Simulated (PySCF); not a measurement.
C₂H₆FNOSi, SMILES N[Si]1(F)COC1.

The structure is a stationary point at ωB97X-D3(BJ)/def2-SVP. The structure was generated by enumeration, and PubChem lists no compound with its InChIKey, so it may never have been made. One conformer was computed; it need not be the lowest.

Computed with PBE/def2-TZVP (PySCF).

Computed frontier levels, gap, dipole moment and polarisability:
- highest occupied level = -5.78 eV
- lowest empty level = -0.40 eV
- orbital gap = 5.38 eV
- dipole moment = 2.21 D
- quadrupole, principal values (traceless, Buckingham form, about the centre of nuclear charge) = -12.73, 5.77, 6.96 D·Å
- mean static polarisability = 58.8 bohr³ (8.71 Å³)
- polarisability, principal values = 52.8, 59.2, 64.3 bohr³
